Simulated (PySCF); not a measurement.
**`FC(C/C=N\[H])(F)F`, C₃H₄F₃N**

Geometry:
```csv
atom,x (Å),y (Å),z (Å)
N1,2.234,0.171,0.381
C2,1.067,0.574,0.216
C3,-0.036,-0.083,-0.588
C4,-1.308,-0.195,0.229
F5,-2.308,-0.746,-0.479
F6,-1.148,-0.959,1.318
F7,-1.752,0.996,0.651
H8,2.474,-0.712,-0.067
H9,0.794,1.512,0.691
H10,0.250,-1.086,-0.914
H11,-0.261,0.532,-1.464
```

Theory: GIAO BHandHLYP/pcSseg-1 magnetisability, rotational g tensor and spin-rotation constants, non-relativistic, gas phase in PySCF 2.14.0. Geometry: GFN2-xTB.

What are the magnetisability and the molar susceptibility?

Isotropic -823 × 10⁻³⁰ J/T², or -49.6 × 10⁻⁶ cm³/mol; principal values -927, -841, -702 × 10⁻³⁰ J/T², anisotropy 197 × 10⁻³⁰ J/T² (root of half the summed squared differences of the principal values). The susceptibility is in cgs units.

Split it along the inertial axes a, b, c into diamagnetic and paramagnetic parts about the centre of mass, with the quadrupole moment.


```tsv
axis	χ (10⁻⁶ cm³/mol)	diamagnetic (10⁻⁶ cm³/mol)	paramagnetic (10⁻⁶ cm³/mol)	summed x² of all electrons (Å²)	quadrupole Θ (D Å)
a	-49.2	-288.4	239.1	143.4	-10.73
b	-44.7	-749.1	704.4	34.8	+6.88
c	-54.8	-755.7	700.9	33.2	+3.86
```
Anisotropies 2χaa − χbb − χcc = +1.0 and 2χbb − χaa − χcc = +14.6 × 10⁻⁶ cm³/mol. Θ is traceless in Buckingham's convention.

And the rotational g tensor?


| axis | rotational constant (GHz) | g | nuclear part | electronic part |
| --- | --- | --- | --- | --- |
| a | 5.1050 | -0.0435 | 0.5300 | -0.5735 |
| b | 1.6466 | -0.0256 | 0.5193 | -0.5449 |
| c | 1.6296 | -0.0162 | 0.5204 | -0.5366 |

Asymmetric top; isotopes 12C, 19F, 1H, 14N; no vibrational averaging.
